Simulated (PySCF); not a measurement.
CdCl, SMILES [Cl][Cd] (connectivity only; charge and spin as stated), neutral, multiplicity 2.

Coordinates come from a r2SCAN-D4/def2-TZVPD optimisation. The multiplicity is an assumed one; other spin states were not compared. The def2 effective core potentials stand for the cores of Cd; spin–orbit coupling is left out.

The numbers are results of r2SCAN-D4/def2-TZVPD run with PySCF 2.14.0, not measurements.

Frequencies are harmonic and unscaled.

| mode | ν (cm⁻¹) | IR (km/mol) | moving atoms (share of kinetic energy) |
|---|---|---|---|
| 1 | 309 | 32.5 | Cl 76 %, Cd 24 % |
